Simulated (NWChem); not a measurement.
Molecule: C$_{3}$H$_{5}$ClSi; SMILES CC#C[SiH2]Cl

All runs: NWChem. All runs use the structure optimised with PBE-D3(BJ)/def2-SVP.

For level LC-BLYP (range parameter 0.33 per bohr)/def2-SVP:

| Property | Value |
|---|---|
| highest occupied level (eV) | -10.08 |
| orbital gap (eV) | 11.70 |

Question: What are these values for level PW6B95/def2-SVP?

Answer: 
* **highest occupied level (eV)**: -7.92
* **orbital gap (eV)**: 7.52
